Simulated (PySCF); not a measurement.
**SnO(OH)₂ + H₂O → SnH₄ + 2 O₂**

Level: PBE0 in the def2-TZVP basis family, computed in PySCF with density fitting; scalar-relativistic core potentials for atoms from Rb on, none lighter, no spin–orbit coupling; open shells unrestricted.

| species | state and structure | ZPE (kJ/mol) | H(298 K) − H(0) (kJ/mol) | S° (J/(mol K)) |
| --- | --- | --- | --- | --- |
| SnO(OH)₂ | singlet, Cs, O–H 0.963 Å (×2), Sn–O 1.818 Å, Sn–O 1.935 Å, Sn–O 1.952 Å; H–O–Sn 110.2°, H–O–Sn 113.4°, O–Sn–O 97.8°, O–Sn–O 129.4°, O–Sn–O 132.8° | 76.4 | 17.9 | 327.5 |
| H₂O | singlet, C2v, O–H 0.960 Å (×2); H–O–H 105.1° | 56.5 | 9.9 | 188.7 |
| SnH₄ | singlet, Td, Sn–H 1.704 Å (×4) | 68.3 | 11.3 | 228.6 |
| O₂ | triplet, D∞h, O–O 1.193 Å | 10.3 | 8.7 | 204.9 |

Q: Is the gas-phase reaction uphill or downhill in electronic energy at this level, and by how much?

A: At PBE0/def2-TZVP, ΔE = 713.7 kJ/mol, uphill. 

Q: Add zero-point, thermal and entropy terms for 298.15 K and 1 bar.

A: ΔZPE = -44.0 and Δ[H(298) − H(0)] = 0.9 kJ/mol give ΔH° = 670.6 kJ/mol. ΔS° = 122.2 J/(mol K), so ΔG° = 670.6 − 298.15 × (0.1222) = 634 kJ/mol.

Each species is the lowest minimum found with this bonding; other isomers or fragments can lie lower.
